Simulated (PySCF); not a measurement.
Series: silicon hydride cages (EH)n. All species are isolated molecules in the gas phase. Each species was relaxed from one start; no search for lower structures was made at this level. Strings in code marks are SMILES.

The S1–T1 gap (TDA) from two functionals at the same geometries (B3LYP-D3(BJ)/def2-SVP), both in PySCF: PBE-D3(BJ)/def2-SVP and CAM-B3LYP-D3(BJ)/def2-SVP. Excitations are Tamm–Dancoff values on a coarser integration grid. The basis has no diffuse functions, so Rydberg states are missing or too high.

```tsv
species	CAM-B3LYP-D3(BJ)/def2-SVP (eV)
[3]prismane cage Si6H6 `[SiH]12[SiH]3[SiH]1[SiH]1[SiH]2[SiH]31`	0.47
[5]prismane cage Si10H10 `[SiH]12[SiH]3[SiH]4[SiH]1[SiH]1[SiH]2[SiH]2[SiH]3[SiH]4[SiH]12`	0.28
[6]prismane cage Si12H12 `[SiH]12[SiH]3[SiH]4[SiH]1[SiH]1[SiH]4[SiH]4[SiH]5[SiH]3[SiH]2[SiH]5[SiH]14`	0.27
```

### Question
What does PBE-D3(BJ)/def2-SVP give for each?

### Answer

- [3]prismane cage Si6H6 `[SiH]12[SiH]3[SiH]1[SiH]1[SiH]2[SiH]31`: 0.43
- [5]prismane cage Si10H10 `[SiH]12[SiH]3[SiH]4[SiH]1[SiH]1[SiH]2[SiH]2[SiH]3[SiH]4[SiH]12`: 0.19
- [6]prismane cage Si12H12 `[SiH]12[SiH]3[SiH]4[SiH]1[SiH]1[SiH]4[SiH]4[SiH]5[SiH]3[SiH]2[SiH]5[SiH]14`: 0.15
Over these rows, drawn at random from the members with no instability flagged (it was tested for open shells, ions and some series alone), PBE minus CAM-B3LYP-D3(BJ): mean -0.09 eV, from -0.12 eV to -0.05 eV.
